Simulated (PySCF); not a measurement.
NbO3, SMILES [O]1[O][Nb]1=[O] (connectivity only; charge and spin as stated), neutral, multiplicity 2. Geometry: PBE0-D3(BJ)/def2-TZVP. The spin state was assumed, not searched. The def2 effective core potentials stand for the cores of Nb; spin–orbit coupling is left out.

These are PBE0-D3(BJ)/def2-TZVP in PySCF values and carry that method's errors.

Harmonic wavenumbers (cm⁻¹): 171, 242, 607, 626, 960, 1011. Rotational constants (GHz): 14.05, 3.926, 3.841; symmetry number 1.

Problem. Work out the zero-point energy and the ideal-gas rigid-rotor harmonic-oscillator thermochemistry at 298.15 K and 1 atm.

Solution. ZPE = ½ Σ hcν = ½ × 3617 cm⁻¹ = 5.17 kcal/mol. H − E(el) = 8.47 kcal/mol. Entropy in cal/(mol K): translation 40.74, rotation 24.83, vibration 5.26, spin 1.38, total 72.21. G − E(el) = -13.06 kcal/mol. Cp = 14.39 cal/(mol K).
